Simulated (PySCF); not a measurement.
**Two-photon absorption: SMILES FB(F)c1nccs1, C3H2BF2NS**

Geometry:
```csv
atom,x (Å),y (Å),z (Å)
F1,2.873,-1.065,0.281
B2,2.144,0.027,0.263
F3,2.823,1.148,0.420
C4,0.614,0.021,0.074
N5,-0.131,-1.028,-0.085
C6,-1.429,-0.739,-0.226
C7,-1.733,0.594,-0.177
S8,-0.322,1.523,0.056
H9,-2.135,-1.538,-0.364
H10,-2.693,1.062,-0.265
```

Level of theory: TDDFT LC-wPBE/def2-SVPD excited states, vertical, gas phase in PySCF. Geometry: GFN2-xTB.

Problem. Give the one- and two-photon strengths of the lowest singlets.

Solution. δ for parallel linear polarisation; σ at the peak of a Lorentzian of half width 0.1 eV, single beam; Ω is circular over linear.
```tsv
state	E (eV)	f	photon λ (nm)	δ (au)	σ (GM)	Ω	main
S1	4.71	0.001	526	0.48	0.00	1.50	HOMO−1→LUMO 0.97
S2	5.16	0.157	480	114	1.11	0.79	HOMO→LUMO 0.93
S3	6.13	0.088	404	15.1	0.21	1.46	HOMO−2→LUMO 0.88
S4	6.79	0.000	365	0.59	0.01	1.50	HOMO→LUMO+2 0.28, HOMO→LUMO+1 0.19
S5	7.28	0.004	341	0.35	0.01	1.50	HOMO−1→LUMO+3 0.79, HOMO−1→LUMO+6 0.15
```

Among these, the strongest one-photon state is S2, the strongest two-photon state S2, with a dipole change of 2.1 D (relaxed, norm of the difference vector).
